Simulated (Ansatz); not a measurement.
Reactions of `N[SiH2]BF`.

Program: Ansatz. Geometries: PBE0-D4/def2-TZVP. ΔE: electronic, gas phase. CBS: MP2 limit from def2 TZ/QZ plus the TZ coupled-cluster correction, frozen cores. This one scheme is used for every species. Double bonds are as drawn, so ΔE can hold a change between cis and trans. DFT in def2-TZVPP. Elements past krypton have def2 core potentials. For Ge, I, Sn outer-core shells are correlated without core-valence functions, which leaves a few kJ/mol of doubt a bond. Scalar relativity is left out up to krypton. One conformer a species, not always the lowest.

```tsv
reaction	CCSD(T)/CBS(def2) (kJ/mol)
`N[SiH2]BF` + `C[NH][GeH3]` → `C[N]([GeH3])BF` + `N[SiH3]`	?
`N[SiH2]BF` + `OCS` → `FBOCS` + `N[SiH3]`	-189
`N[SiH2]BF` + `[AlH2][CH2]CI` → `FBC[CH2][AlH2]` + `N[SiH2]I`	-169
`N[SiH2]BF` + `[SiH3]CCSS` → `N[SiH]([SiH3])BF` + `CCSS`	-13
`N[SiH2]BF` + `N[SiH](O)Cl` → `N[SiH2]O[SiH](N)Cl` + `BF`	-161
`N[SiH2]BF` + `CN[SiH](S)Cl` → `C[SiH](N)BF` + `N[SiH](S)Cl`	?
`N[SiH2]BF` + `C[SiH2]OB[SiH3]` → `C[SiH2]O[SiH2]N` + `FBB[SiH3]`	-13
`N[SiH2]BF` + `C/N=C\N` → `C[SiH2]N` + `N/C=N/BF`	-205
`N[SiH2]BF` + `O=CO[SiH3]` → `FBO[SiH3]` + `N[SiH2]C=O`	?
`N[SiH2]BF` + `[OH][SnH3]` → `N[SiH2][O][SnH3]` + `BF`	-166
```

**Question.** Fill in the missing values. (Best estimate.)

**Answer.** Computed: `N[SiH2]BF` + `C[NH][GeH3]` → `C[N]([GeH3])BF` + `N[SiH3]`: -179.8 kJ/mol; `N[SiH2]BF` + `CN[SiH](S)Cl` → `C[SiH](N)BF` + `N[SiH](S)Cl`: -80.9 kJ/mol; `N[SiH2]BF` + `O=CO[SiH3]` → `FBO[SiH3]` + `N[SiH2]C=O`: -143.2 kJ/mol.

Largest T1 diagnostic: 0.016, for `O=CO[SiH3]`.
